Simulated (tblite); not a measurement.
Species: C₃H₉NSSi.
Numbering: `[SH:1][Si@H:2]1[CH2:3][CH2:4][CH2:5][NH:6]1` (hydrogens: H7 on S1; H8 on Si2; H9, H10 on C3; H11, H12 on C4; H13, H14 on C5; H15 on N6)

The geometry is computed with GFN2-xTB (gas phase).

Question: What internal coordinates does the optimisation give?

Answer: 
```csv
bond,length (pm),order
S1–Si2,215.9,single
Si2–C3,189.5,single
C3–C4,152.7,single
C4–C5,152.7,single
C5–N6,144.9,single
Si2–N6,170.4,single
S1–H7,132.2,single
Si2–H8,146.5,single
C3–H9,108.7,single
C3–H10,109.0,single
C4–H11,109.1,single
C4–H12,109.1,single
C5–H13,109.5,single
C5–H14,109.8,single
N6–H15,100.5,single
```

Orders are formal, as drawn. A selection of angles:
```csv
angle,degrees
Si2–S1–H7,95.7
S1–Si2–C3,117.4
S1–Si2–N6,111.4
S1–Si2–H8,106.8
C3–Si2–N6,92.8
C3–Si2–H8,114.6
N6–Si2–H8,113.6
Si2–C3–C4,101.1
Si2–C3–H9,115.3
Si2–C3–H10,111.7
C4–C3–H9,111.0
C4–C3–H10,110.1
H9–C3–H10,107.6
C3–C4–C5,108.2
C3–C4–H11,112.2
C3–C4–H12,108.7
C5–C4–H11,110.8
C5–C4–H12,108.6
H11–C4–H12,108.3
C4–C5–N6,106.9
C4–C5–H13,110.9
C4–C5–H14,110.2
N6–C5–H13,110.1
N6–C5–H14,110.7
H13–C5–H14,108.0
C5–N6–H15,115.7
Si2–N6–C5,114.7
Si2–N6–H15,127.7
```

Torsions: S1–Si2–C3–C4 142° (anticlinal); Si2–C3–C4–C5 -40° (synclinal); C3–C4–C5–N6 40° (synclinal); C4–C5–N6–Si2 -19° (synperiplanar); S1–Si2–N6–C5 -125° (anticlinal); H7–S1–Si2–C3 72° (synclinal).

Si2 (SiH silicon) has angles from 92.8° to 117.4°. N6 (silicon-bound nitrogen) is almost planar (angles 127.7°, 115.7° and 114.7°, sum 358.1°, 0.11 Å off the plane of its three neighbours). The 5-membered ring Si2–C3–C4–C5–N6 has internal angles of 92.8° to 114.7° (sum 524°, against 540° for a flat polygon); it is puckered, 0.18 Å rms from its mean plane, widest ring torsion 40°.

Point group: C1 (no symmetry element, even within 0.4 Å). Its GFN2-xTB frequencies are all real (lowest 67 cm⁻¹). The numbers are those of one conformer (H–S1–Si2–C3 72°, S1–Si2–C3–C4 142°, Si2–C3–C4–C5 -40°, C3–C4–C5–N6 40°, C4–C5–N6–Si2 -19°). 2 starts were optimised and ended at 0.00 and 0.29 kcal/mol (GFN2-xTB); the lowest of these is shown.

Time: 0.65 s. Hardware: one thread, Arm Neoverse V1 (aarch64) (shared host). This is the geometry optimisation.
